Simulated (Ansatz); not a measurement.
Na₄O₂, relaxed as a singlet with RKS r2SCAN-D4/def2-SVP in Ansatz, starting from the GFN1-xTB geometry. Force threshold 0.02 eV/Å.

The structure comes from a short search, and lower isomers may exist.

Start:

```tsv
atom	x (Å)	y (Å)	z (Å)
Na1	0.435	-2.862	0.672
Na2	-0.169	2.782	-0.697
Na3	0.247	0.365	1.310
Na4	-0.422	-0.363	-1.280
O5	0.983	-1.187	0.084
O6	-1.074	1.266	-0.089
```

```json
{"step": "1", "energy (eV)": "-21744.6253", "largest force component (eV/Å)": "2.295", "SCF passes": "28"}
{"step": "2", "energy (eV)": "-21745.0227", "largest force component (eV/Å)": "1.117", "SCF passes": "30"}
{"step": "3", "energy (eV)": "-21745.2433", "largest force component (eV/Å)": "0.220", "SCF passes": "29"}
{"step": "4", "energy (eV)": "-21745.3759", "largest force component (eV/Å)": "0.274", "SCF passes": "30"}
{"step": "5", "energy (eV)": "-21745.4711", "largest force component (eV/Å)": "0.174", "SCF passes": "29"}
{"step": "6", "energy (eV)": "-21745.5162", "largest force component (eV/Å)": "0.088", "SCF passes": "30"}
{"step": "7", "energy (eV)": "-21745.5251", "largest force component (eV/Å)": "0.013", "SCF passes": "30"}
{"step": "8", "energy (eV)": "-21745.5255", "largest force component (eV/Å)": "0.027", "SCF passes": "25"}
{"step": "9", "energy (eV)": "-21745.5258", "largest force component (eV/Å)": "0.002", "SCF passes": "26"}
```

Force components are those of the run's own axes.

End:

```xyz
6

Na    0.801   -3.525    0.759
Na   -0.789    3.527   -0.762
Na    0.309    0.335    1.230
Na   -0.315   -0.336   -1.228
O     0.357   -1.614    0.350
O    -0.362    1.613   -0.348
```

By distances, no bond broke or formed, bridged metal pairs apart. The bond that changes most is Na1–O5, from 1.86 to 2.00 Å (atoms count from 1). Metal–metal contacts that move far: Na2–Na3 3.17 to 3.92 Å, Na2–Na4 3.21 to 3.92 Å, Na1–Na4 3.28 to 3.92 Å, Na1–Na3 3.30 to 3.92 Å.

The force fell under the threshold at step 7, but the optimiser went on. No frequencies were taken in this run, so the end may be a saddle point.

It took 50 s on 2 threads of Arm Neoverse V1 on a shared host.
